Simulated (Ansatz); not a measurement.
Ansatz (a quantum-chemistry and plane-wave program) input (B3LYP/LANL2DZ): The .json file is the Basis Set Exchange's LANL2DZ.

Ansatz 0.2 input:
```yaml
crystal:
  periodic: [false, false, false]
  atoms:
    - {symbol: S, position_ang: [-0.16296500, 0.52611300, 2.12450300]}
    - {symbol: Si, position_ang: [-0.02151200, 0.05079400, 0.19520600]}
    - {symbol: S, position_ang: [1.76011800, -1.06679300, -0.41507700]}
    - {symbol: Cl, position_ang: [-0.09423100, 1.69119500, -1.16458300]}
    - {symbol: Cl, position_ang: [-1.53610700, -1.18791900, -0.64246100]}
    - {symbol: H, position_ang: [2.46247400, -0.61592000, 0.63603600]}
basis:
  gaussian:
    orbitals: LANL2DZ.json
hamiltonian:
  xc: {name: B3LYP}
total_charge: -1
output: {forces: true}
```

Output:

```
Functional definition: B3LYP
integrals: 0.01 GiB planned
654 factors; integrals over basis functions are off by at most 4.4e-4 eV
mean field: 0.13 GiB planned
mean field evaluation 1: about -1487.7178 eV, gradient 2.5e1 eV
mean field evaluation 2: about -1482.4987 eV, gradient 4.6e1 eV
mean field evaluation 4: about -1490.4888 eV, gradient 1.5e0 eV
mean field evaluation 8: about -1490.4806 eV, gradient 6.4e-2 eV
mean field -1490.48066490 eV, -54.7741541508 hartree, gradient 4.6e-5 eV, S^2 0.000000; 0 other end points of the search recorded, 0 dependent functions left out
the calculation of the forces begins
reference -1490.48089744 eV, -54.7741626968 hartree; 16, 16 occupied and 26, 26 virtual orbitals, 654 factors
Total energy: -1490.48089744 eV, -54.7741626968 hartree
Atom 0 at    -0.162965     0.526113     2.124503 Å, force    -0.154047     0.536098     2.213654 eV/Å
Atom 1 at    -0.021512     0.050794     0.195206 Å, force     0.117574    -0.171514    -0.138910 eV/Å
Atom 2 at     1.760118    -1.066793    -0.415077 Å, force     0.655164    -0.892826    -0.925257 eV/Å
Atom 3 at    -0.094231     1.691195    -1.164583 Å, force    -0.037603     1.365256    -1.116007 eV/Å
Atom 4 at    -1.536107    -1.187919    -0.642461 Å, force    -1.261335    -1.022043    -0.668774 eV/Å
Atom 5 at     2.462474    -0.615920     0.636036 Å, force     0.680245     0.185029     0.635293 eV/Å
Dipole moment:     0.302503    -0.118928    -0.327258 e Å
```

The dipole moment of an ion depends on the origin.

The geometry given is a B3LYP-D3(BJ)/def2-TZVP minimum.
